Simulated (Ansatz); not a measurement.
Calculated with Ansatz (gas phase, PBE0-D4/def2-TZVP geometries, no zero-point term in ΔE). CBS: MP2 limit from def2 TZ/QZ plus the TZ coupled-cluster correction, frozen cores. DFT in def2-TZVPP. B3LYP here is the variant with VWN-RPA as its local correlation; programs differ in this. One conformer a species, not always the lowest.

`N[SiH]([AlH2])[SiH3]` + `BN(C)C=C` → `BN([SiH3])C=C` + `C[SiH](N)[AlH2]`  (redistribution)

CCSD(T)/CBS gives -93.8 kJ/mol.

Question: Another level gave -76.1 kJ/mol. Which?
A. B3LYP-D4/def2-TZVPP
B. PBE0/def2-TZVPP
C. PBE-D4/def2-TZVPP
D. r2SCAN-D4/def2-TZVPP

Answer: B. PBE0 -76.1, B3LYP-D4 -88.2, r2SCAN-D4 -83.8, PBE-D4 -69.4 kJ/mol.

Largest T1 diagnostic among the species: 0.013.

From PBE to PBE0 (25 % exact exchange), in def2-TZVPP and without D4, ΔE moves by −8.0 kJ/mol.
